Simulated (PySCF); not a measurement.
Ga(H)(F)(vinyl) (C2H4FGa), SMILES C=[CH][GaH][F].

Geometry: B3LYP-D3(BJ)/def2-SVP. The structure was generated by enumeration; whether it is a known compound was not checked. The values are those of a single conformer.

The numbers are results of PySCF with B3LYP/def2-TZVP, not measurements.

Symmetry labels are those of the subgroup Cs that the program uses (full group Cs).

### Question
List the valence orbital energies around the gap with their symmetry. (Estimate from the structure and the level; the computed values follow.)

### Answer

```csv
orbital,symmetry,energy (eV)
HOMO−7,A',-13.27
HOMO−6,A',-12.45
HOMO−5,A',-11.38
HOMO−4,A',-10.37
HOMO−3,A",-10.29
HOMO−2,A',-9.86
HOMO−1,A',-8.25
HOMO,A",-8.22
LUMO,A",-1.94
LUMO+1,A",0.00
LUMO+2,A',0.04
LUMO+3,A',0.68
```
